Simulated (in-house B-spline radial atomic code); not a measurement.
Configurations of Tc II (Tc+), with energies counted from [Kr] 4d5 5s1. Computed with an all-electron radial atomic-structure program (B-spline basis): Dirac-Hartree-Fock, average of configuration, Fermi nucleus of rms radius 4.41117 fm. Energies include first-order Breit, QED and recoil terms.

Occupations are held fixed; configurations that lie above the ionisation limit could autoionise.

| configuration | E - E(ref) (eV) | highest orbital | its <r> (bohr) |
| --- | --- | --- | --- |
| [Kr] 4d5 7p1 | 10.787 | 7p3/2 | 14.68 |
| [Kr] 4d5 8s1 | 11.407 | 8s1/2 | 19.51 |
| [Kr] 4d4 5s1 7p1 | 15.346 | 7p3/2 | 14.28 |
| [Kr] 4d4 5s1 5f1 | 15.933 | 5f5/2 | 15.28 |
| [Kr] 4d4 5s1 7g1 | 17.038 | 7g7/2 | 31.72 |
| [Kr] 4d4 5s1 8g1 | 17.299 | 8g7/2 | 42.96 |
| [Ar] 3d10 4s2 4p5 4d5 5s1 6g1 | 59.698 | 6g9/2 | 21.98 |

(1) Order these further configurations by energy, lowest first.
A. [Kr] 4d5 7g1
B. [Ar] 3d10 4s2 4p5 4d5 5s1 7f1
C. [Kr] 4d4 5s1 7f1
D. [Kr] 4d4 5s1 9p1
E. [Kr] 4d5 5g1

(2) How far above the reference does [Kr] 4d5 9g1 lie?

(3) How far above the reference does [Ar] 3d10 4s2 4p5 4d5 4f1 5s1 lie?

Answers

(1) E (11.33 eV), A (12.397 eV), D (16.83 eV), C (17.02 eV), B (60.08 eV).

(2) 12.836 eV; its least bound orbital is 9g7/2 with <r> = 55.74 bohr.

(3) 57.754 eV; its least bound orbital is 4f5/2 with <r> = 8.681 bohr.
